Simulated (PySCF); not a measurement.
## SMILES CO[C@H]1C[C@@H]1C#N, C5H7NO

Molfile (atoms numbered from 1):
```
C5H7NO
     RDKit          3D

 14 14  0  0  0  0  0  0  0  0999 V2000
    2.1030    0.1295    0.3714 C   0  0  0  0  0  0  0  0  0  0  0  0
    0.9658   -0.6452    0.6855 O   0  0  0  0  0  0  0  0  0  0  0  0
   -0.0266   -0.5774   -0.2739 C   0  0  1  0  0  0  0  0  0  0  0  0
   -1.4164   -0.9154    0.1312 C   0  0  0  0  0  0  0  0  0  0  0  0
   -1.0715    0.5287   -0.1654 C   0  0  2  0  0  0  0  0  0  0  0  0
   -1.5475    1.1370   -1.3522 C   0  0  0  0  0  0  0  0  0  0  0  0
   -1.9128    1.6233   -2.3229 N   0  0  0  0  0  0  0  0  0  0  0  0
    1.8521    1.1931    0.2910 H   0  0  0  0  0  0  0  0  0  0  0  0
    2.8088   -0.0194    1.1854 H   0  0  0  0  0  0  0  0  0  0  0  0
    2.5532   -0.1994   -0.5721 H   0  0  0  0  0  0  0  0  0  0  0  0
    0.2996   -0.8401   -1.2800 H   0  0  0  0  0  0  0  0  0  0  0  0
   -2.0392   -1.4461   -0.5726 H   0  0  0  0  0  0  0  0  0  0  0  0
   -1.5828   -1.1688    1.1661 H   0  0  0  0  0  0  0  0  0  0  0  0
   -0.9863    1.1998    0.6813 H   0  0  0  0  0  0  0  0  0  0  0  0
  1  2  1  0
  2  3  1  0
  3  4  1  0
  4  5  1  0
  5  6  1  0
  6  7  3  0
  5  3  1  0
  1  8  1  0
  1  9  1  0
  1 10  1  0
  3 11  1  6
  4 12  1  0
  4 13  1  0
  5 14  1  1
M  END
```

Computed, not measured: TDDFT BHandHLYP/def2-SVPD circular dichroism and optical rotation, one conformer, gas phase in PySCF. Geometry: GFN2-xTB.

The molecule is flexible and this is one conformer; a measurement averages over conformers.

(1) Assign R or S to each stereocentre.

(2) Which excitations and rotatory strengths does the calculation give?

## Answers

(1) C3 S, C5 R.

(2) Rotatory strengths R in 10⁻⁴⁰ esu² cm², velocity form and length form (origin at the centre of mass); f in length form.
| state | E (eV) | λ (nm) | f | R (velocity) | R (length) | main |
| --- | --- | --- | --- | --- | --- | --- |
| 1 | 7.12 | 174 | 0.0009 | -0.8 | -0.8 | HOMO→LUMO+4 0.27, HOMO→LUMO+1 0.17 |
| 2 | 7.64 | 162 | 0.058 | -6.6 | -6.4 | HOMO−1→LUMO+4 0.17, HOMO→LUMO+1 0.17 |
| 3 | 7.83 | 158 | 0.011 | +8.9 | +8.8 | HOMO→LUMO 0.65, HOMO−1→LUMO+4 0.10 |
| 4 | 7.91 | 157 | 0.007 | +11.5 | +11.8 | HOMO−1→LUMO+4 0.15, HOMO→LUMO 0.14 |
| 5 | 8.15 | 152 | 0.010 | -13.4 | -12.7 | HOMO→LUMO+2 0.73 |
| 6 | 8.49 | 146 | 0.016 | -29.1 | -27.2 | HOMO→LUMO+3 0.42, HOMO→LUMO+1 0.35 |
| 7 | 8.65 | 143 | 0.014 | +16.8 | +15.4 | HOMO→LUMO+3 0.23, HOMO→LUMO+5 0.21 |
| 8 | 8.93 | 139 | 0.199 | -28.2 | -26.8 | HOMO→LUMO+4 0.36, HOMO−2→LUMO+4 0.12 |

Among the states computed, the strongest CD band (largest |R|) is state 6. The largest dissymmetry factor in size, g = 4R/(D+G), with D and G the electric and magnetic dipole strengths, is -0.021 for state 6 (velocity form, f = 0.018), among bands with |R| over 0.5. The mirror image has the same energies and oscillator strengths and all R with the opposite sign.
